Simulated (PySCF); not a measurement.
Gas-phase reaction: 4 SiI2 + O2 = 2 SiI4 + 2 SiO. Level: ωB97M-V/def2-TZVP†; standard pressure 1 bar.

Computed with PySCF and rigid-rotor harmonic-oscillator thermochemistry at 1 bar. † marks an energy on the PBE0/def2-TZVP geometry and frequencies. Open shells (unrestricted): O2 (multiplicity 3); the rest are closed-shell singlets. I: scalar-relativistic def2 core potential, no spin-orbit coupling. The harmonic model lacks anharmonicity and excited electronic states, which grow with temperature; levels with a mode under 35 cm⁻¹ are left out. Soft modes under 120 cm⁻¹ make the harmonic entropy rough for SiI2, SiI4.

```tsv
T (K)	1000/T (1/K)	log10 K
1200	0.8333	21.70
1400	0.7143	?
1600	0.6250	13.50
1800	0.5556	10.79
2000	0.5000	8.63
2500	0.4000	4.79
```

### Question
Fit log10 K = a + b·(1000/T) to the five rows, get the mean ΔH° and ΔS°, and predict log10 K at 1400 K.

### Answer
Means: 1000/T = 0.5828, log10 K = 11.882. Sums of products about the means: Sxy = 4.12307, Sxx = 0.105543, so b = Sxy/Sxx = 39.07 and a = 11.882 − (39.07)×0.5828 = -10.89.
ΔH° = −R ln 10 × 1000 K × b = −19.145 × (39.07) = -748 kJ; ΔS° = R ln 10 × a = -208 J/K. The run's own values go from -757 kJ and -216 J/K at 1200 K to -730 kJ and -201 J/K at 2500 K.
Prediction at 1400 K: -10.89 + (39.07)×0.7143 = 17.02. The computed value is 17.00, 0.02 from the line.
For scale, ΔH°(298 K) is -773 kJ at this level, -787 kJ at ωB97X-V/def2-TZVP†, and runs from -953 to -591 kJ over the 17 levels computed.
